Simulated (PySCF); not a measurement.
**Potential energy of BiBr along the bond**

Set-up: PySCF, scalar-relativistic core potentials, basis sets Bi cc-pVTZ-PP with ECP60, Br cc-pVTZ-PP with ECP10. Energies in eV from Bi + Br in their ground configurations at the same level. State: ³Σ⁻ (triplet), unpaired electrons π ↑↑.

All columns are PBE0. A positive dipole means Bi(−)Br(+).

```
R (Å)  E (eV)  μ (D)  Mulliken charge on Bi (basis-dependent)  HOMO (eV)  LUMO (eV)  Mayer bond order  ⟨S²⟩
2.230  -1.581  -0.82                                     0.11      -5.57      -2.44              1.30  2.00
2.334  -2.227  -1.38                                     0.19      -5.75      -2.59              1.22  2.00
2.437  -2.568  -1.94                                     0.25      -5.93      -2.73              1.15  2.00
2.515  -2.682  -2.34                                     0.28      -6.05      -2.83              1.10  2.00
2.593  -2.708  -2.74                                     0.31      -6.17      -2.93              1.07  2.01
2.671  -2.670  -3.13                                     0.33      -6.28      -3.03              1.03  2.01
2.775  -2.550  -3.62                                     0.36      -6.43      -3.14              1.00  2.01
2.904  -2.327  -4.21                                     0.38      -6.59      -3.28              0.96  2.01
3.060  -2.009  -4.84                                     0.39      -6.75      -3.63              0.92  2.02
3.267  -1.569  -5.51                                     0.40      -6.91      -4.11              0.85  2.06
```

A fit through these points gives, at Re = 2.582 Å, μ = -2.69 D and dμ/dR = -5.06 D/Å; the reduced mass is 57.29 u.

Task: How strong is the fundamental in the double-harmonic approximation, I = 42.26·(dμ/dR)²/μred km/mol?

Result: I = 42.26·(-5.06)²/57.29 = 18.9 km/mol at PBE0.

Spin–orbit coupling is left out, which matters for elements this heavy, above all for dissociation energies. The state was picked by a PBE0 search and need not be the measured ground state.
